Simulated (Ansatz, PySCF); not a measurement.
MgF, SMILES [F][Mg+], charge +1. Atoms are numbered in the order given.

```xyz
2

Mg     0.0000     0.0000    -0.7257
F      0.0000     0.0000     0.9744
```
Charge +1, spin multiplicity 1.

The structure is a stationary point at PBE0-D3(BJ)/def2-TZVPD. The multiplicity is an assumed one; other spin states were not compared.

Two levels are set side by side: PBE-D3(BJ)/def2-TZVPD (Ansatz, a program for electronic structure) and PBE0-D3(BJ)/def2-TZVPD (Ansatz). Each level has its own optimised geometry; the coordinates shown are those of the second. Frequencies come from the Hessian of PySCF at each geometry. Differences are taken from unrounded values.

| quantity | PBE0-D3(BJ) |
|---|---|
| bond Mg1–F2 (Å) | 1.700 |
| highest harmonic wavenumber (cm⁻¹) | 821 |
| mean harmonic wavenumber (cm⁻¹) | 821 |
| zero-point energy (kcal/mol) | 1.17 |

Q: What does PBE-D3(BJ) give, and how far is it from PBE0-D3(BJ)? (The exact figures need the calculation; the answer reports its results.)

A: 
```tsv
quantity	PBE-D3(BJ)	PBE-D3(BJ) minus PBE0-D3(BJ)
bond Mg1–F2 (Å)	1.720	0.020
highest harmonic wavenumber (cm⁻¹)	780	-40
mean harmonic wavenumber (cm⁻¹)	780	-40
zero-point energy (kcal/mol)	1.12	-0.06
```
